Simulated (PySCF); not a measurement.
A calculated (PBE0, PySCF 2.14, aug-cc-pVTZ, no relativity, point nucleus) atom or ion has these occupied shells.

```json
{"shell": "1s α", "electrons": "1", "orbital energy (eV)": "-5888.4", "rms radius, mean of both spins (bohr)": "0.0743"}
{"shell": "1s β", "electrons": "1", "orbital energy (eV)": "-5888.3", "rms radius, mean of both spins (bohr)": "0.0743"}
{"shell": "2s α", "electrons": "1", "orbital energy (eV)": "-686.31", "rms radius, mean of both spins (bohr)": "0.321"}
{"shell": "2s β", "electrons": "1", "orbital energy (eV)": "-684.53", "rms radius, mean of both spins (bohr)": "0.321"}
{"shell": "2p α", "electrons": "3", "orbital energy (eV)": "-584.37", "rms radius, mean of both spins (bohr)": "0.289"}
{"shell": "2p β", "electrons": "3", "orbital energy (eV)": "-582.85", "rms radius, mean of both spins (bohr)": "0.289"}
{"shell": "3s α", "electrons": "1", "orbital energy (eV)": "-92.492", "rms radius, mean of both spins (bohr)": "0.973"}
{"shell": "3s β", "electrons": "1", "orbital energy (eV)": "-87.472", "rms radius, mean of both spins (bohr)": "0.973"}
{"shell": "3p α", "electrons": "3", "orbital energy (eV)": "-63.587", "rms radius, mean of both spins (bohr)": "1.04"}
{"shell": "3p β", "electrons": "3", "orbital energy (eV)": "-58.131", "rms radius, mean of both spins (bohr)": "1.04"}
{"shell": "3d α", "electrons": "4", "orbital energy (eV)": "-18.577", "rms radius, mean of both spins (bohr)": "1.39"}
{"shell": "4p α", "electrons": "1", "orbital energy (eV)": "-8.950", "rms radius, mean of both spins (bohr)": "3.79"}
```

**Question.** Name the element and its charge.

**Answer.** Cr⁺ (chromium, charge +1), in [Ar] 3d4 4p1, one real determinant (an excited configuration).
